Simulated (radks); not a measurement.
Results of a calculation; reference values are marked as such.
Pd I, configuration [Kr] 4d10 (the NIST ground configuration).

Level of theory: Dirac Kohn-Sham, PBE, spin-unpolarised, spherical densities, finite nucleus; Fermi nuclear charge, rms radius 4.5318 fm (a radial shooting solver on a logarithmic mesh with Libxc functionals).

Energy parts (eV):
| part | energy |
|---|---|
| total | -137331.610 |
| kinetic | 143436.629 |
| electron-nucleus | -332893.743 |
| Hartree | 56050.479 |
| exchange-correlation | -3924.976 |

Orbitals (lengths in bohr, moments of r in powers of bohr; <r^-3> diverges for s and p1/2; r(max) is where P^2 peaks):
[
 {"orbital": "1s1/2", "occ.": "2", "eigenvalue (eV)": "-24151.61", "<r^-3>": "-", "r(max)": "0.02065"},
 {"orbital": "2s1/2", "occ.": "2", "eigenvalue (eV)": "-3525.274", "<r^-3>": "-", "r(max)": "0.1169"},
 {"orbital": "2p1/2", "occ.": "2", "eigenvalue (eV)": "-3269.927", "<r^-3>": "-", "r(max)": "0.09051"},
 {"orbital": "2p3/2", "occ.": "4", "eigenvalue (eV)": "-3110.525", "<r^-3>": "3252", "r(max)": "0.09468"},
 {"orbital": "3s1/2", "occ.": "2", "eigenvalue (eV)": "-635.5610", "<r^-3>": "-", "r(max)": "0.3420"},
 {"orbital": "3p1/2", "occ.": "2", "eigenvalue (eV)": "-534.7694", "<r^-3>": "-", "r(max)": "0.3285"},
 {"orbital": "3p3/2", "occ.": "4", "eigenvalue (eV)": "-506.9865", "<r^-3>": "576.0", "r(max)": "0.3383"},
 {"orbital": "3d3/2", "occ.": "4", "eigenvalue (eV)": "-328.5362", "<r^-3>": "87.71", "r(max)": "0.2807"},
 {"orbital": "3d5/2", "occ.": "6", "eigenvalue (eV)": "-322.9969", "<r^-3>": "82.79", "r(max)": "0.2836"},
 {"orbital": "4s1/2", "occ.": "2", "eigenvalue (eV)": "-85.2801", "<r^-3>": "-", "r(max)": "0.8517"},
 {"orbital": "4p1/2", "occ.": "2", "eigenvalue (eV)": "-54.2243", "<r^-3>": "-", "r(max)": "0.8937"},
 {"orbital": "4p3/2", "occ.": "4", "eigenvalue (eV)": "-49.7984", "<r^-3>": "91.60", "r(max)": "0.9188"},
 {"orbital": "4d3/2", "occ.": "4", "eigenvalue (eV)": "-4.3163", "<r^-3>": "7.158", "r(max)": "1.092"},
 {"orbital": "4d5/2", "occ.": "6", "eigenvalue (eV)": "-3.8814", "<r^-3>": "6.591", "r(max)": "1.105"}
]

The highest occupied level is 4d5/2 at -3.881 eV. The density falls to 0.001 e/bohr^3 at r = 4.08 bohr. Summed over all electrons, <r^2> = 45.16 bohr^2, which gives a Langevin (diamagnetic) susceptibility term of -35.8 x 10^-6 cm^3/mol.
